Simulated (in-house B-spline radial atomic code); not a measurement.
**The magnesium ion Mg⁷⁺: [He] 2s2 (2p3/2)1 (an excited or competing configuration)**

Level of theory: Dirac-Hartree-Fock, average of the jj configuration, Fermi nucleus of rms radius 3.057 fm; calculated with a radial B-spline atomic code at the basis-set limit.

Screening seen three ways: the hydrogenic charge with the same mean radius, Z_r = [3n² - l(l+1)]/(2<r>), the one with the same energy, Z_e = n√(-2ε), and Slater's rules. Values are occupation-weighted means over j.

```csv
shell,electrons,ε (eV),<r> (bohr),Z_r,Z_e,Slater
1s,2,-1588.9,0.1293,11.60,10.81,11.70
2s,2,-284.92,0.5903,10.16,9.15,9.60
2p,1,-266.39,0.5217,9.58,8.85,9.60
```

The least bound orbital is 2p3/2 at -266.4 eV, while the most diffuse is 2s1/2 (<r> = 0.5903 bohr against 0.5217 bohr): energy order and size order differ.

For the 1s electron the small component carries 0.181 % of the norm, the zero-frequency Breit interaction raises the level by 0.6309 eV, self-energy by 0.2795 eV, and vacuum polarisation lowers it by 0.01619 eV.
